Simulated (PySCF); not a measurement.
Compound: PhSCF3, C7H5F3S.
SMILES with atom numbers: `[F:1][C:2]([F:3])([F:4])[S:5][c:6]1[cH:7][cH:8][cH:9][cH:10][cH:11]1`

Cartesian coordinates in Å at the PBE0-D3(BJ)/def2-SVP level; atoms count from 1:
```xyz
16
C7H5F3S angstrom
F      2.4766    1.4600    0.4176
C      2.7989    0.2505   -0.0324
F      2.5937    0.2556   -1.3464
F      4.0931    0.0515    0.1884
S      1.8838   -1.0715    0.8103
C      0.2372   -0.5494    0.3811
C     -0.4397    0.3578    1.2011
C     -1.7299    0.7592    0.8632
C     -2.3435    0.2513   -0.2817
C     -1.6683   -0.6599   -1.0934
C     -0.3765   -1.0642   -0.7640
H      0.0527    0.7462    2.0947
H     -2.2598    1.4718    1.4994
H     -3.3559    0.5679   -0.5433
H     -2.1485   -1.0573   -1.9905
H      0.1677   -1.7715   -1.3928
```

NICS is the negative of the GIAO shielding at a point without a nucleus: at the ring centre (0) and 1 Å above and below it (1); zz is the component along the ring normal. Level: GIAO PBE0/pcSseg-1 (PySCF, non-relativistic, gas phase) on the PBE0-D3(BJ)/def2-SVP geometry, one conformer.

Ring bond lengths (Å), with Mayer bond orders in brackets: C6–C7 1.398 (1.35), C7–C8 1.393 (1.43), C8–C9 1.395 (1.43), C9–C10 1.395 (1.43), C10–C11 1.393 (1.43), C11–C6 1.397 (1.35).

Q: What do the NICS probes read (ppm)?

A: 
```tsv
ring	type	NICS(0)	NICS(1), two faces	NICS(1)zz, two faces	rms pucker (Å)	centre to ring atoms, mean (Å)
C6–C7–C8–C9–C10–C11	6-membered carbocycle; formal bonds all aromatic	-8.7	-11.3 / -11.3	-28.9 / -28.1	0.00	1.40
```

Q: What can be read from them?

A: 
- C6–C7–C8–C9–C10–C11: mean NICS(1)zz -28.5 ppm, shielded. The ring is flat and has no four-coordinate atom; by the NICS criterion it is aromatic.

Q: What does the geometric index give? HOMA takes Krygowski's 1993 parameters.

A: 
- C6–C7–C8–C9–C10–C11: HOMA 0.99 = 1 − EN − GEO, with mean bond length 1.395 Å, EN = α(Ropt − mean)² = 0.013 and GEO = α × variance = 0.001. The geometric and the magnetic index point the same way.

Q: What are the shieldings of the ring atoms and their hydrogens in the same run (means over atoms taken as equivalent)?

A: 
```json
{"atoms": "C6", "environment": "substituted aromatic carbon", "σ isotropic (ppm)": "51.6"}
{"atoms": "C7 (×2)", "environment": "aromatic CH carbon", "σ isotropic (ppm)": "39.0"}
{"atoms": "C8 (×2)", "environment": "aromatic CH carbon", "σ isotropic (ppm)": "49.8"}
{"atoms": "C9", "environment": "aromatic CH carbon", "σ isotropic (ppm)": "47.4"}
{"atoms": "H12 (×2)", "environment": "aromatic hydrogen", "σ isotropic (ppm)": "23.28"}
{"atoms": "H13 (×2)", "environment": "aromatic hydrogen", "σ isotropic (ppm)": "23.67"}
{"atoms": "H14", "environment": "aromatic hydrogen", "σ isotropic (ppm)": "23.62"}
```

Q: How do the values depend on the level or the medium?

A: 
```tsv
level	NICS(0), C6–C7–C8–C9–C10–C11	mean NICS(1)zz, C6–C7–C8–C9–C10–C11
PBE0/pcSseg-1, gas	-8.7	-28.5
wB97X-D/pcSseg-2, gas	-8.5	-28.9
```

The geometry is the same throughout.

Hardware: 2 threads of an Intel Xeon 6975P-C, shared host with 192 logical CPUs at a one-minute load of 14. Cost: 22 s wall, 55 s CPU (grids of density and orbitals included), 1.9 GiB resident at most. This is the whole shielding run at PBE0/pcSseg-1, SCF included.
